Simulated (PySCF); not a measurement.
Cost against size for one kind of job: GIAO PBE0/pcSseg-1 NMR shielding, non-relativistic, gas phase in PySCF 2.14.0, density-fitted response routines; work: shieldings, ring-centre shieldings, charges and field gradients. Hardware: x86-64 server, one thread, no GPU, on a shared host. Times come from a shared host and carry two figures at best.

```json
{"species (SMILES)": "FC[C@@H]1C=COCC1", "atoms": "17", "electrons": "62", "basis functions": "181", "SCF cycles": "14", "wall time": "?"}
{"species (SMILES)": "[H]/N=C\\C[C@H]1CCC1=C", "atoms": "19", "electrons": "60", "basis functions": "191", "SCF cycles": "13", "wall time": "?"}
{"species (SMILES)": "N#CC1CCCCC1", "atoms": "19", "electrons": "60", "basis functions": "191", "SCF cycles": "14", "wall time": "23 s"}
{"species (SMILES)": "C=C1CC[C@H]1/C=N\\C", "atoms": "19", "electrons": "60", "basis functions": "191", "SCF cycles": "14", "wall time": "?"}
{"species (SMILES)": "C=N[C@@H]1C[C@@]12C[C@H]2C", "atoms": "19", "electrons": "60", "basis functions": "191", "SCF cycles": "14", "wall time": "29 s"}
{"species (SMILES)": "FC(F)(F)c1cc(=S)cco1", "atoms": "14", "electrons": "90", "basis functions": "209", "SCF cycles": "16", "wall time": "29 s"}
```

Estimate the withheld figures.

`FC[C@@H]1C=COCC1`: 20 s; `[H]/N=C\C[C@H]1CCC1=C`: 21 s; `C=C1CC[C@H]1/C=N\C`: 23 s.
